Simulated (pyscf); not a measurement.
# F–Bi(F)–F (SMILES [F][Bi]([F])[F]), singlet

Gas-phase minimum from PySCF at ωB97X-D3(BJ)/def2-SVP, one conformer. 

```
Bi
F 1 2.0114
F 1 2.0115 2 95.41
F 1 2.0115 2 95.36 3 95.86
```

Properties at ωB97X-D3(BJ)/def2-SVP:

* **Harmonic wavenumbers, unscaled**: 172, 172, 199, 612, 613, 629 cm⁻¹
* **Zero-point energy**: 3.4 kcal/mol
* **Rotational symmetry number**: 3
* **Entropy of this conformer at 298 K and 1 atm, rigid rotor and harmonic oscillator, modes under 100 cm⁻¹ raised to 100**: 314.2 J/(mol K)
* **Dipole moment**: 5.25 D

Single-point totals, which compare only within one level (frozen core for MP2 and CC):

```
level                   total energy (hartree)
----------------------  ----------------------
ωB97X-D3(BJ)/def2-TZVP              -514.47042
PBE/def2-TZVP                       -514.15566
r²SCAN/def2-TZVP                    -514.38015
B3LYP-D3(BJ)/def2-TZVP              -514.47512
PBE0-D3(BJ)/def2-TZVP               -514.11045
M06-2X/def2-TZVP                    -514.15339
ωB97M-D3(BJ)/def2-TZVP              -514.45616
HF/def2-TZVPP                       -512.07796
MP2/def2-TZVPP                      -513.27065
CCSD/def2-TZVPP                     -513.23207
CCSD(T)/def2-TZVPP                  -513.26644
```

The CCSD(T) − MP2 part came from Ansatz, without density fitting, on the same reference. The frozen core leaves the outer d or s,p core shells of the metals and heavy elements correlated in the MP2 and CC values, and def2-TZVPP describes them poorly, so these totals are far from the basis limit. Elements past Kr carry the def2 core potentials, without spin-orbit coupling.
